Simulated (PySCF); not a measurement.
# Correlation energy of V²⁺ (vanadium, charge +2)

[Ar] 3d2 4s1, high-spin 4F determinant (an excited configuration). Calculation: PySCF 2.14, in aug-cc-pVTZ-DK; scalar relativity by spin-free X2C-1e. Frozen: [Ar]; 3 electrons correlated.

```tsv
level	correlation energy (mhartree)
CCSD	-13.26
(T)	-0.05
CCSD(T)	-13.31
```

Diagnostics: T1 = 0.0034, D1 = 0.0065, largest double amplitude 0.015.

**Question.** Is a single reference adequate?

**Answer.** Yes: T1 lies below 0.03 and no double amplitude reaches 0.07.
